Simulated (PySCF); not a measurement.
C7H15P.
Atom-mapped SMILES: `[CH3:1][CH2:2][C@@H:3]1[CH2:4][CH2:5][P:6]([CH3:7])[CH2:8]1` (hydrogens: H9, H10, H11 on C1; H12, H13 on C2; H14 on C3; H15, H16 on C4; H17, H18 on C5; H19, H20, H21 on C7; H22, H23 on C8)

Method: PySCF 2.14.0, PBE0-D3(BJ)/def2-SVP geometry optimisation, gas phase; density fitting, grid level 1; the optimiser is geomeTRIC in internal coordinates, started from a GFN2-xTB structure with every atom displaced at random (about 0.01 Å).

Step 0: E = -16772.7441 eV
```
atom  x, y, z in Å  |  force x, y, z in eV/Å
C1      2.8196    0.9529    0.0585   -2.159   1.161  -0.230
C2      1.7555    0.2244   -0.7775    0.105   0.417   0.685
C3      0.6687   -0.4455    0.0734    1.248   0.548  -0.052
C4     -0.2518   -1.2723   -0.7549   -1.871  -0.227   0.371
C5     -1.3982   -1.7245    0.1820    0.828   0.808   0.217
P6     -1.7812   -0.2691    1.3156    0.226  -0.143  -0.148
C7     -2.9077    0.6591    0.1913   -0.795  -0.611   0.197
C8     -0.1514    0.5717    0.8489   -0.753  -1.058   0.121
H9      2.3396    1.8097    0.6118    0.434  -0.576  -0.310
H10     3.2601    0.3078    0.7859    0.595  -0.763   0.736
H11     3.5686    1.3773   -0.5822    0.819   0.310  -0.459
H12     2.2705   -0.5378   -1.3609    0.057  -0.328  -0.434
H13     1.2541    0.9318   -1.4824    0.306  -0.293   0.187
H14     1.1617   -1.1071    0.8072    0.087  -0.085   0.025
H15     0.2091   -2.1447   -1.2053    0.430  -0.296  -0.377
H16    -0.6910   -0.6434   -1.5501    0.136  -0.096  -0.149
H17    -2.2949   -2.0344   -0.3302   -0.615  -0.324  -0.388
H18    -1.0608   -2.5383    0.8248    0.077  -0.389   0.138
H19    -3.0220    1.6706    0.5664   -0.032   0.563   0.111
H20    -3.9220    0.1927    0.2197    0.457   0.177  -0.029
H21    -2.5649    0.6833   -0.8430    0.135   0.070  -0.364
H22    -0.3777    1.4207    0.2285   -0.176   0.817  -0.524
H23     0.3450    0.9204    1.7361    0.462   0.316   0.676
```

Step 1: E = -16772.9191 eV
```
atom  x, y, z in Å  |  force x, y, z in eV/Å
C1      2.7539    1.0419    0.0486    0.291  -0.235   0.036
C2      1.8153    0.1648   -0.7585   -0.107  -0.062  -0.231
C3      0.6988   -0.4713    0.0624   -0.141  -0.155   0.004
C4     -0.3013   -1.2836   -0.7692    0.212  -0.044  -0.004
C5     -1.4140   -1.7262    0.1703   -0.166  -0.079  -0.038
P6     -1.7719   -0.2837    1.3125   -0.005  -0.030   0.015
C7     -2.9180    0.6896    0.2267    0.114   0.104  -0.040
C8     -0.1393    0.5321    0.8648    0.062   0.272   0.062
H9      2.2176    1.8812    0.5123    0.024   0.033   0.078
H10     3.2382    0.4446    0.8497   -0.099   0.253  -0.124
H11     3.5538    1.4662   -0.5830   -0.073  -0.057   0.074
H12     2.3876   -0.6384   -1.2620   -0.044   0.080   0.073
H13     1.3566    0.7522   -1.5769    0.005   0.030   0.054
H14     1.1645   -1.1698    0.7848   -0.002   0.006   0.011
H15     0.1883   -2.1380   -1.2697   -0.029   0.040   0.013
H16    -0.7072   -0.6397   -1.5680   -0.020   0.026  -0.036
H17    -2.3381   -2.0388   -0.3502    0.135   0.019   0.064
H18    -1.0890   -2.5802    0.7893   -0.007   0.041  -0.024
H19    -3.0322    1.7054    0.6408   -0.005  -0.066  -0.015
H20    -3.9079    0.2147    0.2275   -0.090  -0.027   0.014
H21    -2.5643    0.7754   -0.8145   -0.009  -0.010   0.034
H22    -0.3475    1.4323    0.2518    0.035  -0.109   0.086
H23     0.3849    0.8747    1.7740   -0.083  -0.028  -0.104
```

Question: Estimate the geometry and energy of step 2. (The exact step hangs on the optimiser's Hessian estimate; all steps are aligned on step 1, rigid shifts and turns removed.)

Answer: E = -16772.9286 eV, largest force 0.077 eV/Å
```
atom  x, y, z in Å  |  force x, y, z in eV/Å
C1      2.7758    1.0297    0.0410    0.019  -0.071  -0.020
C2      1.8045    0.1716   -0.7558   -0.006  -0.002  -0.024
C3      0.6903   -0.4640    0.0713   -0.014  -0.032   0.006
C4     -0.2978   -1.2788   -0.7664    0.059   0.005   0.010
C5     -1.4130   -1.7276    0.1690   -0.045   0.001  -0.009
P6     -1.7812   -0.2867    1.3118   -0.014  -0.025  -0.001
C7     -2.9249    0.6827    0.2202    0.005   0.004  -0.015
C8     -0.1500    0.5409    0.8740    0.014   0.047  -0.025
H9      2.2686    1.8811    0.5187   -0.001   0.014   0.015
H10     3.2650    0.4424    0.8362   -0.026   0.027  -0.004
H11     3.5701    1.4380   -0.6024   -0.007  -0.007  -0.002
H12     2.3618   -0.6334   -1.2659   -0.006   0.005  -0.010
H13     1.3443    0.7712   -1.5633    0.003   0.034   0.042
H14     1.1565   -1.1635    0.7924    0.007   0.026   0.014
H15     0.1975   -2.1289   -1.2652   -0.004   0.006   0.001
H16    -0.7043   -0.6358   -1.5677   -0.007  -0.002  -0.001
H17    -2.3283   -2.0470   -0.3539    0.010  -0.004   0.007
H18    -1.0848   -2.5781    0.7887    0.010   0.006   0.004
H19    -3.0451    1.6957    0.6342   -0.005  -0.002   0.004
H20    -3.9165    0.2045    0.2180    0.004   0.009   0.004
H21    -2.5670    0.7689   -0.8184   -0.002  -0.006   0.003
H22    -0.3579    1.4381    0.2638    0.006  -0.017   0.006
H23     0.3654    0.8842    1.7833   -0.001  -0.016  -0.005
```

The energy changes by -0.0094 eV. The first-order estimate −F·Δx gives -0.0159 eV and the mean of the old and new forces, exact on a quadratic surface, -0.0093 eV. The step makes an angle of 79° with the force vector and moves no atom by more than 0.051 Å.

What follows is the cost of the whole optimisation. Time: 2.5 min; peak memory 0.89 GiB. Hardware: Arm Neoverse V1, one thread, shared host.
